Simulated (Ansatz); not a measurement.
**Ligand exchange: SiH(CH3)Br2 + Si3H8O2 → SiH(SiH3)Br2 + CH8O2Si2**

Species: SiH(CH3)Br2, singlet; Si3H8O2 `[SiH3]O[SiH2]O[SiH3]`, singlet; SiH(SiH3)Br2, singlet; CH8O2Si2 `CO[SiH2]O[SiH3]`, singlet. The partners trade CH3 for SiH3: Si–CH3 and O–SiH3 bonds give way to Si–SiH3 and O–CH3.

Shapes, held fixed at every level: PBE0-D4/def2-TZVP. Flexible molecules stand in one conformer, not always the lowest. Programs: Ansatz 0.2.0. The zero-point and thermal change to 298 K, harmonic and unscaled (PBE0-D4/def2-TZVP), is +1.8 kJ/mol.

| level | kind | ΔH(298 K) (kJ/mol) | less CCSD(T)/def2-TZVPP |
| --- | --- | --- | --- |
| HF/def2-SVP | Hartree–Fock | +205.4 | -4.6 |
| PBE0-D4/def2-TZVPP | global hybrid | +193.4 | -16.6 |
| r2SCAN0-D4/def2-TZVPP | global hybrid | +210.6 | +0.6 |
| wB97X-V/def2-TZVPP | range-separated hybrid | +203.6 | -6.4 |
| B2PLYP/def2-TZVPP | double hybrid | +212.0 | +2.0 |
| MP2/def2-SVP | perturbation theory | +202.1 | -7.9 |
| CCSD(T)/def2-TZVPP | coupled cluster or CI | +210.0 | 0.0 |

The highest level, CCSD(T)/def2-TZVPP, gives ΔH(298 K) = +210.0 kJ/mol; the levels span +193.4 to +212.0. The column of differences is taken from that level and isn't an error. No measured value is set beside it here. Relativity is left out for Br. Outer-core shells of Br are correlated, in sets that cover them unevenly.
